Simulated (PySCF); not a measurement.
F6Mo, charge -1, doublet, at a GFN2-xTB geometry (such geometries of metal compounds can be far from the true shape) (the multiplicity is a formal guess) (core potentials on Mo); B3LYP/def2-SVP (PySCF).

Input for PySCF:
```python
from pyscf import gto, scf, dft

mol = gto.M(
    atom='''
Mo   -0.000000   -0.000000   -0.000000
F     1.140238   -0.481208   -1.451712
F    -1.140238    0.481208    1.451712
F    -1.112596    0.749366   -1.122278
F    -0.930779   -1.655156   -0.182429
F     0.930779    1.655156    0.182429
F     1.112596   -0.749366    1.122278
''',
    basis='def2-svp',
    ecp={'Mo': 'def2-svp'},
    charge=-1,
    spin=1,
    verbose=4,
)

mf = dft.UKS(mol)
mf.xc = 'b3lyp'
mf.kernel()
```

### Question
What does PySCF print? Leave out banner, timings and long lists.

### Answer

```
PySCF version 2.14.0

[INPUT] verbose = 4
[INPUT] num. atoms = 7
[INPUT] num. electrons = 69
[INPUT] charge = -1
[INPUT] spin (= nelec alpha-beta = 2S) = 1
[INPUT] symmetry False subgroup None
[INPUT] Mole.unit = angstrom
[INPUT] Symbol           X                Y                Z      unit          X                Y                Z       unit  Magmom
[INPUT]  1 Mo     0.000000000000   0.000000000000   0.000000000000 AA    0.000000000000   0.000000000000   0.000000000000 Bohr   0.0
[INPUT]  2 F      1.140238000000  -0.481208000000  -1.451712000000 AA    2.154737536822  -0.909351328950  -2.743338091745 Bohr   0.0
[INPUT]  3 F     -1.140238000000   0.481208000000   1.451712000000 AA   -2.154737536822   0.909351328950   2.743338091745 Bohr   0.0
[INPUT]  4 F     -1.112596000000   0.749366000000  -1.122278000000 AA   -2.102501727287   1.416096507061  -2.120798055625 Bohr   0.0
[INPUT]  5 F     -0.930779000000  -1.655156000000  -0.182429000000 AA   -1.758917392497  -3.127791533431  -0.344740847178 Bohr   0.0
[INPUT]  6 F      0.930779000000   1.655156000000   0.182429000000 AA    1.758917392497   3.127791533431   0.344740847178 Bohr   0.0
[INPUT]  7 F      1.112596000000  -0.749366000000   1.122278000000 AA    2.102501727287  -1.416096507061   2.120798055625 Bohr   0.0

nuclear repulsion = 446.82373735172
number of shells = 47
number of NR pGTOs = 201
number of NR cGTOs = 115
basis = def2-svp
ecp = {'Mo': 'def2-svp'}

******** <class 'pyscf.dft.uks.UKS'> ********
method = UKS
initial guess = minao
damping factor = 0
level_shift factor = 0
DIIS = <class 'pyscf.scf.diis.CDIIS'>
diis_start_cycle = 1
diis_space = 8
diis_damp = 0
SCF conv_tol = 1e-09
SCF conv_tol_grad = None
SCF max_cycles = 50
direct_scf = True
direct_scf_tol = 1e-13
number electrons alpha = 35  beta = 34
XC library pyscf.dft.libxc version 7.1.2
    S. Lehtola, C. Steigemann, M. J. T. Oliveira, and M. A. L. Marques,  SoftwareX 7, 1–5 (2018)
XC functionals = b3lyp
    P. J. Stephens, F. J. Devlin, C. F. Chabalowski, and M. J. Frisch,  J. Phys. Chem. 98, 11623 (1994)
radial grids:
    Treutler-Ahlrichs [JCP 102, 346 (1995); DOI:10.1063/1.469408] (M4) radial grids

becke partition: Becke, JCP 88, 2547 (1988); DOI:10.1063/1.454033
pruning grids: <function nwchem_prune>
grids dens level: 3
symmetrized grids: False
atomic radii adjust function: <function treutler_atomic_radii_adjust>
small_rho_cutoff = 0
Set gradient conv threshold to 3.16228e-05
tot grids = 108016
init E= -659.238890797628

cycle= 1 E= -666.654467068362  delta_E= -7.42  |g|= 1.18  |ddm|= 2.35
cycle= 2 E= -662.510628682384  delta_E= 4.14  |g|=  3.5  |ddm|= 2.81
cycle= 3 E= -667.045860438415  delta_E= -4.54  |g|= 0.494  |ddm|=  2.4
cycle= 4 E= -667.124518378709  delta_E= -0.0787  |g|=  0.2  |ddm|= 0.46
cycle= 5 E= -667.134628758593  delta_E= -0.0101  |g|= 0.0824  |ddm|= 0.164
cycle= 6 E= -667.137487325486  delta_E= -0.00286  |g|= 0.00722  |ddm|= 0.0665
cycle= 7 E= -667.137509295382  delta_E= -2.2e-05  |g|= 0.00057  |ddm|= 0.00627
cycle= 8 E= -667.137509502812  delta_E= -2.07e-07  |g|= 0.000193  |ddm|= 0.000697
cycle= 9 E= -667.137509529686  delta_E= -2.69e-08  |g|= 4.22e-05  |ddm|= 0.000273
cycle= 10 E= -667.13750953111  delta_E= -1.42e-09  |g|= 2.18e-05  |ddm|= 7.28e-05
cycle= 11 E= -667.13750953126  delta_E= -1.5e-10  |g|= 8.73e-06  |ddm|= 1.93e-05
Extra cycle  E= -667.137509531213  delta_E= 4.66e-11  |g|= 1.58e-05  |ddm|= 1.67e-05
converged SCF energy = -667.137509531213  <S^2> = 0.75206746  2S+1 = 2.0020664
```
